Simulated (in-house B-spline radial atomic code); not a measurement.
## The arsenic ion As²⁺: [Ar] 3d10 4s2 8s1 (an excited or competing configuration)

Level of theory: Dirac-Hartree-Fock, average of configuration, Fermi nucleus of rms radius 4.0968 fm; calculated with an all-electron radial atomic-structure program (B-spline basis).

Screening seen three ways: the hydrogenic charge with the same mean radius, Z_r = [3n² - l(l+1)]/(2<r>), the one with the same energy, Z_e = n√(-2ε), and Slater's rules. Values are occupation-weighted means over j.

| shell | electrons | ε (eV) | <r> (bohr) | Z_r | Z_e | Slater |
| --- | --- | --- | --- | --- | --- | --- |
| 1s | 2 | -11985 | 0.04548 | 32.98 | 29.68 | 32.70 |
| 2s | 2 | -1605.8 | 0.2018 | 29.74 | 21.73 | 28.85 |
| 2p | 6 | -1407.3 | 0.1771 | 28.24 | 20.34 | 28.85 |
| 3s | 2 | -257.96 | 0.5951 | 22.68 | 13.06 | 21.75 |
| 3p | 6 | -194.05 | 0.6157 | 20.30 | 11.33 | 21.75 |
| 3d | 10 | -88.854 | 0.6652 | 15.79 | 7.67 | 11.85 |
| 4s | 2 | -46.111 | 1.785 | 13.45 | 7.36 | 7.35 |
| 8s | 1 | -3.4818 | 17.64 | 5.44 | 4.05 | 3.00 |

The least bound orbital is 8s1/2 at -3.482 eV, and it is also the most diffuse (<r> = 17.64 bohr).

Spin-orbit splittings of the orbital energies (j = l + 1/2 above j = l - 1/2 when positive): 2p 36.95 eV, 3p 5.333 eV, 3d 0.8012 eV.

For the 1s electron the small component carries 1.43 % of the norm, the zero-frequency Breit interaction raises the level by 17.85 eV, self-energy by 9.312 eV, and vacuum polarisation lowers it by 0.9154 eV.

The density falls to 0.001 bohr⁻³ at 3.249 bohr; Σ<r²> = 363.19 bohr² gives, by the non-relativistic formula and without the paramagnetism of open shells, a Langevin diamagnetic susceptibility of -287.6×10⁻⁶ cm³/mol.
